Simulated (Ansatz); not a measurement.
CaCl2⁻. Total charge -1; quartet. Geometry PBE-D4/def2-TZVPD; atoms count from 1.

```tsv
atom	x (Å)	y (Å)	z (Å)
Ca1	-0.773	-1.363	-0.278
Cl2	-0.013	0.650	1.403
Cl3	0.786	0.712	-1.125
```

The highest occupied level of the charge -1 quartet lies above zero (up to 1.07 eV). It is a level of α spin, whose loss leaves a triplet; that state wasn't run at this geometry and level. The electron is either unbound and held by the finite basis, or the level is raised by self-interaction error. In the quartet, Cl2 and Cl3 lie 2.65 Å apart (atoms count from 1), so these atoms are partly bonded to each other. At PBE0-D4/def2-TZVPD a doublet of charge -1 lies 4.76 eV below the quartet, each at its own geometry. The structure comes from a short search, and lower isomers may exist.

Q: Estimate the Mulliken populations from the PBE0/def2-TZVPD orbitals of Ansatz.

A: 
```json
{"atom": "Ca1", "charge (e)": "-0.32", "spin (α − β)": "2.12"}
{"atom": "Cl2", "charge (e)": "-0.34", "spin (α − β)": "0.44"}
{"atom": "Cl3", "charge (e)": "-0.34", "spin (α − β)": "0.44"}
```
Mulliken values and Mayer orders depend strongly on the basis. With diffuse functions, as here, like atoms can get unlike values, and bond orders can come out too low or too high.

Q: Where does the spin sit?

A: Summed by element: Ca 2.12, Cl 0.88, of 3 unpaired in all. Largest on single atoms: Ca1 2.12, Cl2 0.44, Cl3 0.44.
